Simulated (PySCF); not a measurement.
C4H7BF2, SMILES F/C(C)=C\B(F)C. Heavy atoms are numbered as in [CH3:1][B:2]([F:3])/[CH:4]=[C:5](/[CH3:6])[F:7]. Hydrogens are named by the atom that carries them.

Geometry optimised at B3LYP-D3(BJ)/def2-SVP. The structure was generated by enumeration; whether it is a known compound was not checked. The values are those of a single conformer.

Calculation: PBE/pcSseg-1 (PySCF).

GIAO shieldings, no solvent; atoms alike by connectivity are averaged. δ = σ(ref) − σ: ¹³C against TMS (σ = 182.0 ppm); ¹¹B against BF3 (σ = 83.9 ppm); ¹⁹F against CFCl3 (σ = 133.6 ppm); ¹H against TMS (σ = 31.49 ppm), references at their B3LYP-D3(BJ)/def2-TZVP geometries, non-relativistic.

```csv
atoms,nucleus,count,δ (ppm)
C5,¹³C,1,186.1
C4 (CH),¹³C,1,109.2
C6 (CH3),¹³C,1,[?]
C1 (CH3),¹³C,1,8.2
B2,¹¹B,1,[?]
F3,¹⁹F,1,-48.8
F7,¹⁹F,1,[?]
H on C4,¹H,1,[?]
H on C6,¹H,3,[?]
H on C1,¹H,3,0.76
```

Task: Fill in the missing entries. (Estimate from the structure and the level; the computed values follow.)

Result: 
- H on C4, δ (ppm): 5.19
- F7, δ (ppm): -60.0
- B2, δ (ppm): 38.0
- H on C6, δ (ppm): 2.29
- C6 (CH3), δ (ppm): 25.9
